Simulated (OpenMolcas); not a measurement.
**Computed transition rates of N**

* Program: OpenMolcas 26.06
* Method: SS-RASPT2, IPEA 0.25 Eh, imaginary shift 0.1 Eh (closed shells correlated: 1s 2s)
* Basis: ANO-RCC-VQZP [5s4p3d2f1g]
* Scalar Hamiltonian: DKH2, point nucleus
* Active space: 3 electrons in 9 orbitals (RAS2 2p; RAS3 3s 3d, at most 1 electron)
* State averaging: 2S+1 = 4 odd, 1 root; 2S+1 = 2 odd, 8 roots; 2S+1 = 4 even, 3 roots; 2S+1 = 2 even, 8 roots
* Spin-orbit coupling: RASSI with atomic mean-field integrals over the reference wave functions, term energies averaged over their components

Rates come from the transition moments of the reference wave functions (E1 and E2 in the length form). At fixed line strength A goes as λ^-3 for E1 and M1 and as λ^-5 for E2, so a rate at the computed wavelength can be rescaled to the measured one. Measured vacuum wavelengths follow from level energies in NIST Handbook of Basic Atomic Spectroscopic Data. Branching counts decays inside the model space alone, at computed energies, and the table is only a selection of the E2 and M1 lines, drawn from those between levels with measured partners whose computed energy lies within a factor of 1.5 of the measured one.

```json
{"Upper": "2s2 2p3 2P* 1/2", "Lower": "2s2 2p3 2D* 5/2", "Type": "E2", "λ computed (nm)": "742.7", "λ measured (nm)": "1040", "A computed (s-1)": "1.79e-01", "A rescaled (s-1)": "3.32e-02", "Branching %": "39.6"}
{"Upper": "2s2 2p3 2P* 1/2", "Lower": "2s2 2p3 2D* 3/2", "Type": "E2", "λ computed (nm)": "742.7", "λ measured (nm)": "1041", "A computed (s-1)": "2.68e-01", "A rescaled (s-1)": "4.95e-02", "Branching %": "59.4"}
{"Upper": "2s2 2p3 2P* 3/2", "Lower": "2s2 2p3 2D* 5/2", "Type": "E2", "λ computed (nm)": "742.7", "λ measured (nm)": "1040", "A computed (s-1)": "3.13e-01", "A rescaled (s-1)": "5.81e-02", "Branching %": "68.2"}
{"Upper": "2s2 2p3 2P* 3/2", "Lower": "2s2 2p3 2D* 3/2", "Type": "E2", "λ computed (nm)": "742.7", "λ measured (nm)": "1041", "A computed (s-1)": "1.34e-01", "A rescaled (s-1)": "2.48e-02", "Branching %": "29.2"}
{"Upper": "2s2 2p3 2P* 3/2", "Lower": "2s2 2p3 2D* 3/2", "Type": "M1", "λ computed (nm)": "742.7", "λ measured (nm)": "1041", "A computed (s-1)": "2.56e-03", "A rescaled (s-1)": "", "Branching %": "0.6"}
{"Upper": "2s2 2p3 2P* 1/2", "Lower": "2s2 2p3 4S* 3/2", "Type": "M1", "λ computed (nm)": "304.9", "λ measured (nm)": "346.8", "A computed (s-1)": "3.23e-03", "A rescaled (s-1)": "", "Branching %": "0.7"}
{"Upper": "2s2 2p3 2P* 3/2", "Lower": "2s2 2p3 4S* 3/2", "Type": "M1", "λ computed (nm)": "304.9", "λ measured (nm)": "346.7", "A computed (s-1)": "8.07e-03", "A rescaled (s-1)": "", "Branching %": "1.8"}
```

Spin-changing lines and M1 lines between different terms are not rescaled, since their strength hangs on the term gaps too.

The largest correction is for 2s2 2p3 2P* 1/2 → 2s2 2p3 2D* 3/2 (E2): 2.68e-01 × (742.7 / 1041)^5 = 4.95e-02 s-1, a factor of 0.18.

The computed order of these levels differs from the measured one in 1 place, and where term gaps are wrong the rates of spin-changing lines can be off by large factors.

No measured rate stands beside these. Rescaling mends the energy factor alone: line strengths can still be far off where a level mixes with configurations outside the active space, and weak or spin-changing lines hang on small mixing coefficients that depend on the term gaps too, so rescaling need not improve them.

CASPT2 does not keep the components of a term degenerate, so their means are used; among the terms shown or strongly mixed into the levels shown the widest spread is 170 cm-1 (2s2 2p3 2D*). With the s shell closed, the reference lacks s² → p² mixing. No level of 2s2 2p2 3d was computed, though it lies in the active space. Computed and measured levels are paired by configuration, term and J; levels that our copy of the source lacks, or whose pairing is in doubt (as where it misses far off the trend of its configuration), stay unpaired. Levels of configurations outside the active space are missing.

* marks odd parity.
